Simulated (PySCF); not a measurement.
C2H4N2OSi, SMILES [SiH]1(O)N=CC=N1.

Geometry optimised at r2SCAN-D4/def2-SVP. This is a generated structure with no PubChem entry under its InChIKey; it may be hypothetical. One conformer was computed; it need not be the lowest.

Two levels are set side by side: TDDFT-PBE/def2-SVPD (PySCF) and TDDFT-LC-ωPBE/def2-SVPD (PySCF). Vertical, same geometry. The lowest singlet is HOMO→LUMO 100 % with PBE and HOMO→LUMO 93 % with the other functional; states are paired by order. Differences are taken from unrounded values.

```csv
quantity,TDDFT-LC-ωPBE
lowest singlet excitation (eV),3.76
lowest triplet excitation (TDA) (eV),3.12
```

**Question.** What does TDDFT-PBE give, and how far is it from TDDFT-LC-ωPBE? (The exact figures need the calculation; the answer reports its results.)

**Answer.** 
```csv
quantity,TDDFT-PBE,TDDFT-PBE minus TDDFT-LC-ωPBE
lowest singlet excitation (eV),3.01,-0.75
lowest triplet excitation (TDA) (eV),2.50,-0.61
```

A lower first singlet is the usual sign of a functional without exact exchange. Differences between two approximate levels are no errors against the true value.

Rough cost on one machine, each run with all the roots and properties that it gave: TDDFT-LC-ωPBE against TDDFT-PBE about 6 times.
